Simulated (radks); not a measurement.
Initial-state core-level shifts of the sulfur ion S2+ when its valence configuration changes from [Ne] 3s2 3p2. Method: Dirac Kohn-Sham, PBE, spin-unpolarised, spherical densities, finite nucleus; open shells are shared between the two j in proportion to 2j + 1; Fermi nuclear charge, rms radius 3.2611 fm; computed with a radial shooting solver on a logarithmic mesh with Libxc functionals. Shifts are changes of the shell-averaged eigenvalues in eV (positive: less bound); the change of the density at the nucleus, which sets a Mossbauer isomer shift, is in e/bohr^3, on a base of 2951.

valence,1s,2s,2p,density at nucleus
3s1.5 3p2.5,-0.653,-0.651,-0.641,-5.6563
3s1 3p3,-1.293,-1.291,-1.271,-11.3808
3p4,-2.536,-2.540,-2.499,-23.0243
